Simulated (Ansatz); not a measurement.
`[NH2][Ge]1([I])[O][AlH]1`, relaxed with RKS PBE-D4/def2-SVP in Ansatz from a rough embedded geometry. The force threshold is 0.03 eV/Å; the program also tests the step.

The species carries charge 0 and has multiplicity 1. I: def2 effective core potential.

Start:

```xyz
8

N     0.449    1.660   -0.283
Ge   -0.337    0.033   -0.052
I    -2.551   -0.216   -1.197
O     0.690   -1.267   -0.666
Al    0.847   -1.747    1.099
H    -0.231    2.424    0.028
H     0.659    1.813   -1.260
H     0.475   -2.699    2.332
```

**Question.** By how much does the energy fall, and how many steps does the optimiser take? (Estimate.)

**Answer.** The calculation gave: 87.60 kJ/mol, in 22 steps, 4 of them rejected.

**Question.** Which bonds change most? (Estimate.)

**Answer.** The calculation gave: Ge2–O4 from 1.767 to 1.921 Å; O4–Al5 from 1.836 to 1.731 Å; Ge2–I3 from 2.505 to 2.607 Å; Ge2–Al5 from 2.428 to 2.377 Å.

**Question.** Give the relaxed structure. (Estimate.)

**Answer.** The calculation gave: 
```xyz
8

N     0.349    1.725   -0.229
Ge   -0.514    0.129    0.135
I    -2.706   -0.058   -1.265
O     0.772   -1.175   -0.446
Al    0.495   -1.765    1.158
H    -0.297    2.493   -0.452
H     0.969    1.586   -1.041
H     0.934   -2.936    2.139
```
